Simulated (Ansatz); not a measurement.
Born–Oppenheimer molecular dynamics of Cl2H2OSi (6 atoms, charge 0, multiplicity 1). It starts from a relaxed structure.

The calculation used Ansatz, RHF/def2-SVP.

```
ensemble                      : NVE (velocity Verlet)
time step                     : 0.5 fs
steps asked                   : 166
starting velocities drawn for : 500 K
seed                          : 999827
```

First frame:

```xyz
6
Properties=species:S:1:pos:R:3
Si -0.022 -0.031 -0.007
O -0.047 -0.092 1.615
H -0.850 -0.130 2.113
H 1.363 0.004 -0.450
Cl -1.013 1.642 -0.679
Cl -0.970 -1.676 -0.800
```

Question: How far do the bonds stretch over the last three quarters of this one trajectory? (Pairs bonded in most of those frames.)

Answer: 
| bond | mean (Å) | spread (Å) | shortest | longest |
| --- | --- | --- | --- | --- |
| Si1–O2 | 1.631 | 0.059 | 1.55 | 1.72 |
| Si1–H4 | 1.456 | 0.002 | 1.45 | 1.46 |
| Si1–Cl5 | 2.067 | 0.032 | 2.03 | 2.12 |
| Si1–Cl6 | 2.064 | 0.027 | 2.02 | 2.11 |
| O2–H3 | 0.945 | 0.004 | 0.94 | 0.95 |

Mean temperature of the second half: 238 K. The conserved energy stayed within 0.068 meV per atom of its start (net change 0.0073 meV per atom), so the integration is sound. Over the second half the temperature averaged 0.48 of the 500 K drawn at the start: a run that starts near a minimum puts about half its kinetic energy into the potential. A run of 0.083 ps of so small a system gives no equilibrium averages.

Time of the run: 2.3 min on 1 thread of Arm Neoverse V2, on a shared host, peak memory 0.14 GiB.
